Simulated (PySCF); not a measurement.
Species: C5H7ClO2Si.
SMILES with atom numbers: `[O:1]=[CH:2][O:3][C@H:4]1[CH:5]=[C:6]1[SiH2:7][CH2:8][Cl:9]`

Structure used (GFN2-xTB), in Å, numbered top down from 1:
```
atom  x, y, z in Å
O1     1.8715    0.3533    1.2500
C2     2.6821    0.1768    0.3782
O3     2.4902    0.0722   -0.9086
C4     1.1464    0.1279   -1.4253
C5     0.3101   -1.0892   -1.3843
C6    -0.0120   -0.1558   -0.5228
Si7   -0.7680    0.5474    1.0317
C8    -2.6487    0.5826    0.6327
Cl9   -2.9031    1.5653   -0.8368
H10    3.7631    0.0782    0.5891
H11    1.1198    0.8544   -2.2273
H12    0.1800   -2.0553   -1.8047
H13   -0.3458    1.9303    1.2150
H14   -0.5866   -0.3596    2.1615
H15   -3.2385    1.0460    1.4190
H16   -3.0679   -0.3980    0.4211
```

Definitions: NICS(0) = −σiso at the ring centroid; NICS(1) = −σiso and NICS(1)zz = −σzz at ±1 Å along the ring normal z. Level: GIAO PBE0/pcSseg-1 (PySCF, non-relativistic, gas phase) on the GFN2-xTB geometry, one conformer.

Ring bond lengths (Å), with Mayer bond orders in brackets: C4–C5 1.477 (1.00), C5–C6 1.310 (1.62), C6–C4 1.496 (0.97).

What do the NICS probes read (ppm)?

| ring | type | NICS(0) | NICS(1), two faces | NICS(1)zz, two faces | rms pucker (Å) | centre to ring atoms, mean (Å) |
| --- | --- | --- | --- | --- | --- | --- |
| C4–C5–C6 | 3-membered carbocycle; formal bonds 1 double, 2 single | -29.4 | -11.1 / -8.2 | -22.5 / -16.3 | 0.00 | 0.82 |

What can be read from them?

- C4–C5–C6: mean NICS(1)zz -19.4 ppm, shielded. C4 has four or more neighbours; no verdict on aromaticity is drawn. The two faces differ by 6.2 ppm, so no symmetry operation interchanges them. NICS(0) lies 20 ppm below the mean NICS(1).

Give the inner angles of the rings and the Hirshfeld charges of the ring atoms.

- C4–C5–C6: C4 52.3° (+0.015 e), C5 64.6° (-0.043 e), C6 63.1° (-0.095 e); sum 180.0° against 180° for a flat convex ring.

On an Arm Neoverse N1 with one thread, on a shared host, this took 83 s wall (grids of density and orbitals included) and 0.93 GiB of memory at its peak. This is the whole shielding run at PBE0/pcSseg-1, SCF included.
